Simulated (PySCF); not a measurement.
PySCF 2.14 output of an unrestricted wB97X calculation on a single atom or ion in aug-cc-pVTZ-PP with ECP28MDF (6s6p5d3f2g, 88 functions), with scalar relativity through the core potential:

```
SCF conv_tol = 1e-09
number electrons alpha = 9  beta = 4
    J.-D. Chai and M. Head-Gordon.,  J. Chem. Phys. 128, 084106 (2008)
cycle= 1 E= -56.5903802349992  delta_E= -0.00351  |g|= 0.0186  |ddm|= 0.151
cycle= 2 E= -56.5906052787216  delta_E= -0.000225  |g|= 0.00901  |ddm|= 0.0492
cycle= 3 E= -56.5906456071328  delta_E= -4.03e-05  |g|= 0.00212  |ddm|= 0.0267
cycle= 4 E= -56.5906537956049  delta_E= -8.19e-06  |g|= 0.000462  |ddm|= 0.00565
cycle= 5 E= -56.5906544478382  delta_E= -6.52e-07  |g|= 0.000117  |ddm|= 0.00206
cycle= 6 E= -56.5906545001349  delta_E= -5.23e-08  |g|= 1.55e-05  |ddm|= 0.000656
cycle= 7 E= -56.5906545007525  delta_E= -6.18e-10  |g|= 1.65e-06  |ddm|= 0.000131
converged SCF energy = -56.5906545007525  <S^2> = 8.7514429  2S+1 = 6.000481
```

The run itself started from symmetry-adapted Hartree-Fock orbitals and held the occupation by maximum overlap, on a logarithmic radial grid, so the iterations belong to that start.

Task: Which element, charge and spin multiplicity is this?

Result: Nb (niobium, neutral), multiplicity 6; the state was [Kr] 4d4 5s1, high-spin 6D determinant.

Energies and moments cover only the electrons outside the core potential.
